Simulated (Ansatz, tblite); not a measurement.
Forces on fac-[CrF3(NH3)3]- (CrN3F3H9⁻) at its PBE0-D4/def2-SVPD geometry. Charge -1, multiplicity 3.

The xTB rows come from tblite. Correlated methods freeze 11 core orbitals; core or outer-core shells of Cr are correlated, in sets that lack core-valence functions. At PBE0-D4/def2-TZVPD, B2PLYP/def2-TZVPD the charge -1 triplet is spin-contaminated (final ⟨S²⟩ up to 3.01, 2.00 for a pure state). At PBE0-D4/def2-TZVPD the highest occupied level of the charge -1 triplet lies above zero (up to 1.03 eV). It is a level of β spin, whose loss leaves a quartet; that state wasn't run at this geometry and level. The electron is either unbound and held by the finite basis, or the level is raised by self-interaction error. The geometry of the triplet was relaxed on an unsound state (⟨S²⟩ 3.01, where a pure state has 2.00).

GFN2-xTB (tblite), largest force 2.33 eV/Å:

```xyz
16
positions Å, forces eV/Å
Cr    0.105   -0.408    0.660   -0.147    0.615   -0.989
F     0.026   -2.273    0.595   -0.186   -2.244   -0.574
N     0.161    1.692    0.558    0.013    0.898   -0.114
H     1.076    1.929    0.944   -0.376   -0.111   -0.032
H    -0.564    1.993    1.210    0.339   -0.131   -0.140
H     0.032    2.154   -0.344    0.068    0.041    0.391
F     1.717   -0.234    1.586    2.117    0.537    0.777
N    -1.648   -0.488   -0.501   -0.725    0.011   -0.541
H    -2.385   -0.223    0.153    0.273   -0.207   -0.189
H    -1.745   -1.476   -0.733   -0.006    0.337    0.196
H    -1.714    0.078   -1.349   -0.179   -0.262    0.242
F    -1.063   -0.136    2.091   -1.674    0.673    1.467
N     1.330   -0.597   -1.040    0.486   -0.032   -0.757
H     2.266   -0.405   -0.683   -0.340   -0.178   -0.081
H     1.144   -0.020   -1.862    0.232   -0.278    0.166
H     1.262   -1.585   -1.285    0.104    0.330    0.179
```

PBE0-D4/def2-TZVPD (Ansatz), largest force 0.20 eV/Å:

```
Cr 0.019 -0.067 0.111
F 0.004 -0.051 0.033
N 0.008 0.203 0.006
H -0.144 -0.021 -0.054
H 0.120 -0.030 -0.097
H 0.014 -0.028 0.107
F 0.031 -0.018 0.050
N -0.176 -0.018 -0.102
H 0.101 -0.049 -0.110
H -0.002 0.153 0.032
H -0.014 -0.070 0.087
F -0.014 -0.016 0.057
N 0.128 -0.030 -0.157
H -0.136 -0.038 -0.068
H 0.036 -0.072 0.077
H 0.027 0.153 0.029
```

B2PLYP/def2-TZVPD (Ansatz), largest force 0.25 eV/Å:

```
Cr 0.019 -0.069 0.113
F 0.001 -0.205 0.048
N 0.004 0.249 -0.028
H -0.110 0.016 -0.047
H 0.092 0.009 -0.080
H 0.015 0.003 0.101
F 0.155 -0.017 0.139
N -0.203 0.001 -0.149
H 0.051 -0.036 -0.105
H -0.027 0.118 0.004
H -0.038 -0.068 0.067
F -0.099 -0.007 0.184
N 0.137 -0.011 -0.211
H -0.087 -0.029 -0.081
H 0.051 -0.072 0.050
H 0.037 0.117 -0.006
```
